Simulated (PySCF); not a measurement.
A series of substituents X on one scaffold: silaethenyl-X. All species are isolated molecules in the gas phase. One relaxed conformer stands for each flexible species; it need not be the lowest. Strings in code marks are SMILES.

The S1 excitation (TDA) from two functionals at the same geometries (PBE0-D3(BJ)/def2-TZVP), both in PySCF: PBE-D3(BJ)/def2-TZVP and ωB97X-D3(BJ)/def2-TZVP. Excitations are Tamm–Dancoff values on a coarser integration grid. The basis has no diffuse functions, so Rydberg states are missing or too high.

| species | PBE-D3(BJ)/def2-TZVP (eV) |
|---|---|
| X = H | 5.63 |
| X = isopropyl (`CC([SiH]=C)C` (C–Si–C–C torsion 125°)) | 5.38 |
| X = fluoro | 5.01 |
| X = methoxy (`C=[SiH]OC` (C–Si–O–C torsion 0°)) | 4.90 |
| X = formyl (`C=[SiH]C=O` (C–Si–C–O torsion 0°)) | 2.60 |
| X = acetyl | 2.87 |
| X = carboxy | 3.94 |
| X = carbamoyl (`C=[SiH]C(N)=O` (C–Si–C–O torsion 180°)) | 3.54 |
| X = fluoromethyl | 5.43 |
| X = thioformyl (`[SiH](=C)C=S` (C–Si–C–S torsion 0°)) | 1.54 |

Q: What does ωB97X-D3(BJ)/def2-TZVP give for each?

A: 
- X = H: 5.60
- X = isopropyl (`CC([SiH]=C)C` (C–Si–C–C torsion 125°)): 5.70
- X = fluoro: 5.56
- X = methoxy (`C=[SiH]OC` (C–Si–O–C torsion 0°)): 5.66
- X = formyl (`C=[SiH]C=O` (C–Si–C–O torsion 0°)): 3.05
- X = acetyl: 3.39
- X = carboxy: 4.79
- X = carbamoyl (`C=[SiH]C(N)=O` (C–Si–C–O torsion 180°)): 4.43
- X = fluoromethyl: 5.65
- X = thioformyl (`[SiH](=C)C=S` (C–Si–C–S torsion 0°)): 1.74
Over these rows, drawn at random from the members with no instability flagged (it was tested for open shells, ions and some series alone), PBE minus ωB97X-D3(BJ): mean -0.47 eV, from -0.90 eV to +0.03 eV.
